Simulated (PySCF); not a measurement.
## How methods differ on the ionisation energy of In

In [Kr] 4d10 5s2 5p1 (2P) → In⁺ [Kr] 4d10 5s2 (1S), as a difference of total energies. Computed with PySCF 2.14 in def2-SVP with the def2 core potential (28 electrons) (4s4p2d, 26 functions), with a scalar-relativistic core potential. Correlated levels: valence: 4s2 4p6 4d10 frozen. The calculations carry no spin-orbit coupling.

**Question.** Order these methods by the ionisation energy they give, lowest first.
A. SCS-MP2 (valence)
B. MN15
C. CCSD (valence)
D. LDA

**Answer.** A (5.309 eV), C (5.380 eV), B (5.656 eV), D (5.706 eV).

Errors of the correlated levels include the incompleteness of this basis and the frozen core.

For comparison: 5.603 eV (measured; NIST levels, between the centres of gravity of the two terms).
